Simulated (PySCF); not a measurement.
WOBr3, SMILES [O]=[W]([Br])([Br])[Br] (connectivity only; charge and spin as stated), neutral, multiplicity 2.

The structure is a stationary point at r2SCAN-D4/def2-SVP. The spin state was assumed, not searched. The def2 effective core potentials stand for the cores of W; spin–orbit coupling is left out.

Level of theory: r2SCAN/def2-TZVP in PySCF.

The molecule is in vacuum.

```
Item                                                                                                              Value
---------------------------------------------------------------------------------------------  ------------------------
total energy                                                                                        -7865.00029 hartree
point group                                                                                                          Cs
α spin, highest occupied and lowest empty level                                                      -5.51 and -4.54 eV
β spin, highest occupied and lowest empty level                                                      -7.80 and -4.20 eV
dipole moment                                                                                                    1.28 D
quadrupole, principal values (traceless, Buckingham form, about the centre of nuclear charge)     -4.00, 1.42, 2.58 D·Å
mean static polarisability                                                                       106.9 bohr³ (15.84 Å³)
polarisability, principal values                                                               84.8, 114.4, 121.4 bohr³
⟨S²⟩                                                                                            0.758 (pure state 0.75)
```
